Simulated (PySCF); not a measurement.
**Calculated properties of (trifluorovinyl)benzene (`FC(F)=C(F)c1ccccc1`)**

Species: (trifluorovinyl)benzene, C₈H₅F₃.
Atom-mapped SMILES: `[F:1][C:2]([F:3])=[C:4]([F:5])[c:6]1[cH:7][cH:8][cH:9][cH:10][cH:11]1` (hydrogens: H12 on C7; H13 on C8; H14 on C9; H15 on C10; H16 on C11)

Some functional groups and rings: C=C double bond, benzene ring and C–F bond.

**GFN2-xTB geometry**

```yaml
Point_group_of_the_GFN2-xTB_geometry: Cs
Rotational_constants_A_B_C_of_the_GFN2-xTB_geometry: 2.449, 0.704, 0.547 GHz
```

**PBE0/pcSseg-1 ground state and GIAO shieldings, non-relativistic (PySCF)**

```yaml
Dipole_moment: 2.03 D
HOMO_energy: -6.78 eV
LUMO_energy: -1.25 eV
HOMO–LUMO_gap: 5.53 eV
Lowest_Hirshfeld_atomic_charge: -0.07 e on F1/F5
Highest_Hirshfeld_atomic_charge: +0.15 e on C2
13C_chemical_shifts_computed_TMS_as_zero_by_class: 170.1 (C2), 139.2 (C4), 134.6 (C8/C10), 134.1 (C9), 132.8 (C6), 128.9 (C7/C11) ppm
1H_chemical_shifts_computed_TMS_as_zero_by_class: 7.91 (H12/H16), 7.77 (H13/H15), 7.63 (H14) ppm
Isotropic_shieldings_of_nuclei_other_than_C_and_H_by_class: 269 (F1), 285 (F3), 372 (F5) ppm
Mayer_bond_orders_between_heavy_atoms: F1–C2 0.99, C2–F3 0.99, C2–C4 1.71, C4–F5 0.93, C4–C6 1.03, C6–C7 1.39, C7–C8 1.45, C8–C9 1.43, C9–C10 1.42, C10–C11 1.47, C11–C6 1.36
```

Monoisotopic mass from the formula: 158.0343 u.

A dipole of 2.03 D is allowed in Cs, and pure rotational transitions are dipole-allowed. In atomic units the dipole is 0.80 e·bohr (1 au = 2.5417 D). The rotational constants make it an asymmetric top with κ = (2B − A − C)/(A − C) = -0.83, nearer the prolate limit (−1). With B = h/(8π²I), that is 505.379 GHz u Å² over I, the principal moments of inertia are 206.4, 717.7 and 924.1 u Å² (most abundant isotopes).

One conformer (not necessarily the lowest) at the GFN2-xTB geometry, without solvent, vibrations or thermal averaging.

Conformer computed: `[F:1][C:2]([F:3])=[C:4]([F:5])[c:6]1[cH:7][cH:8][cH:9][cH:10][cH:11]1`: C2–C4–C6–C7 -179°.
